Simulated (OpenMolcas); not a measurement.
# C²⁺: effect of correlating more closed shells

- Program: OpenMolcas 26.06
- Basis: ANO-RCC-VDZP [3s2p1d]
- Scalar Hamiltonian: DKH2, point nucleus
- Active space: 2 electrons in 4 orbitals (2s 2p)
- State averaging: 2S+1 = 3 even, 3 roots; 2S+1 = 1 even, 7 roots; 2S+1 = 3 odd, 3 roots; 2S+1 = 1 odd, 3 roots
- Spin-orbit coupling: RASSI with atomic mean-field integrals over the reference wave functions, term energies averaged over their components

Methods on the same reference wave functions:
A. CASSCF
B. MS-CASPT2, IPEA 0.25 Eh, imaginary shift 0.1 Eh (closed shells correlated: none)
C. MS-CASPT2, IPEA 0.25 Eh, imaginary shift 0.1 Eh (closed shells correlated: 1s)

Energies in cm-1 above 2s2 1S0, the measured ground level; measured values from Moore, Selected Tables of Atomic Spectra, NSRDS-NBS 3, section 3.

```
      Level       A       B       C  Measured
    2s2 1S0     0.0     0.0     0.0       0.0
2s 2p 3P* 0   52955   52410   52430     52367
2s 2p 3P* 1   52982   52430   52460     52391
2s 2p 3P* 2   53035   52480   52510     52447
2s 2p 1P* 1  113503  106850  106740    102352
    2p2 3P0  139146  138530  138350    137426
    2p2 3P1  139172  138560  138380    137454
    2p2 3P2  139223  138610  138430    137502
    2p2 1D2  156188  149700  149620    145876
    2p2 1S0  196334  188540  188430    182520
```

Deviations, from unrounded energies. A percentage is the sum of absolute deviations over the sum of measured energies, with the sign that they share, or ± where signs differ.

| Against measurement | Levels | A | B | C |
| --- | --- | --- | --- | --- |
| mean absolute deviation (cm-1) | 9 | 4700 | 2000 | 1900 |
| other configurations (%) | 9 | +4.2 | +1.8 | +1.7 |

B, C lie about equally close to measurement and A furthest from it. The largest miss of C in the table is 2p2 1S0, by +5900 cm-1. The ranking rests on the paired levels alone, and a cruder setting can come out closer through cancelling errors.

Between B and C the level of the table that moves most is 2p2 3P1, by 180 cm-1 (lowest in C, highest in B). Moves below CASPT2's spread within the term are not significant.

The mean deviations of B to C differ by less than CASPT2's widest spread within a term (130 cm-1), so their order carries little weight.

The lowest spin-free term lies below A's lowest term by 0.002 hartree in B, 0.004 hartree in C.

What an inner shell adds also hangs on whether the basis holds functions to correlate it.

Term energies are means over components that CASPT2 splits; among the terms shown or strongly mixed into the levels shown the widest spread is 130 cm-1 (2p2 1D, C). Computed and measured levels are paired by configuration, term and J; levels that our copy of the source lacks, or whose pairing is in doubt (as where it misses far off the trend of its configuration), stay unpaired and out of the deviations. Levels of configurations outside the active space are missing.

* marks odd parity.
